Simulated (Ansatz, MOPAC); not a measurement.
# How methods differ on C2H2BrF3 (2-bromo-1,1,1-trifluoroethane)

C2H2BrF3, singlet, SMILES `FC(F)(F)CBr`. Each level relaxes the structure for itself.

Quantity: the zero-point energy at each level's own minimum, in kJ/mol. The values are calculated.

```csv
level,kind,program,value (kJ/mol)
MNDO,semi-empirical,MOPAC,122.9
PM6,semi-empirical,MOPAC,105.3
PM6-ORG,semi-empirical,MOPAC,105.0
PM7,semi-empirical,MOPAC,109.1
HF/STO-3G,Hartree–Fock,Ansatz,130.5
HF/3-21G,Hartree–Fock,Ansatz,123.4
HF/6-31G* (Cartesian functions),Hartree–Fock,Ansatz,124.1
PBE/def2-SVP,GGA,Ansatz,110.0
B3LYP/6-31G* (Cartesian functions),global hybrid,Ansatz,114.1
PBE0-D4/def2-TZVP,global hybrid,Ansatz,113.9
```

All-electron rows without a relativistic Hamiltonian named are non-relativistic. Harmonic and unscaled. The values span 105.0 to 130.5 kJ/mol.
